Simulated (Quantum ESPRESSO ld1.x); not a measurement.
Input file for ld1.x (Quantum ESPRESSO 7.5):

```
 &input
    atom='F',
    iswitch=1,
    rel=2,
    dft='BLYP',
    config='[He] 2s1 2p5',
    rel_dist='energy',
    lsmall=.true.,
    prefix='ld1',
    max_out_wfc=37,
    file_charge='ld1.rho',
 /
```

It prints (banner and zero overlaps left out):

```
     Program LD1 v.7.5 starts

     --------------------------- All-electron run ----------------------------

     dirac relativistic calculation

     atomic number is  9.00
     dft =BLYP   lsd =0 sic =0 latt =0  beta=0.20 tr2=1.0E-14
     Exchange-correlation= BLYP
                           (   1   3   1   3   0   0   0)
     mesh =1851 r(mesh) =  99.76081 a.u. xmin = -8.00 dx = 0.00800
     1 Ry =  13.60569312 eV, c = 137.03599908

     n l j   nl                  e(Ry)          e(Ha)          e(eV)
     Spin orbit split results
     1 0 0.5 1S 1( 2.00)       -50.3432       -25.1716      -684.9537
     2 0 0.5 2S 1( 1.00)        -3.4849        -1.7424       -47.4144
     2 1 0.5 2P 1( 2.00)        -2.0929        -1.0465       -28.4758
     2 1 1.5 2P 1( 3.00)        -2.0874        -1.0437       -28.4012
     Averaged results
     1 0     1S 1( 2.00)       -50.3432       -25.1716      -684.9537
     2 0     2S 1( 1.00)        -3.4849        -1.7424       -47.4144
     2 1     2P 1( 5.00)        -2.0893        -1.0446       -28.4261

     final scf error:  3.4E-15 reached in  29 iterations

     Etot =    -196.856804 Ry,     -98.428402 Ha,   -2678.373263 eV

     Ekin =     196.789907 Ry,      98.394954 Ha,    2677.463089 eV
     Encl =    -461.860279 Ry,    -230.930139 Ha,   -6283.929218 eV
     Eh   =      87.699030 Ry,      43.849515 Ha,    1193.206094 eV
     Exc  =     -19.485463 Ry,      -9.742731 Ha,    -265.113229 eV

     normalization and overlap integrals

     s(1S/1S) =  1.000000  <r> =   0.1762  <r2> =    0.0419  r(max) =   0.1138
     s(2S/2S) =  1.000000  <r> =   0.9634  <r2> =    1.1195  r(max) =   0.7518
     s(2P/2P) =  1.000000  <r> =   0.9850  <r2> =    1.2511  r(max) =   0.6776
     s(2P/2P) =  1.000000  <r> =   0.9868  <r2> =    1.2555  r(max) =   0.6776

     ------------------------ End of All-electron run ------------------------
```

Run on one thread of a shared host, so times are rough (Intel(R) Xeon(R) Processor @ 2.60GHz): 0.57 s of CPU time, 1.3 s wall, 29 iterations on 1851 mesh points.
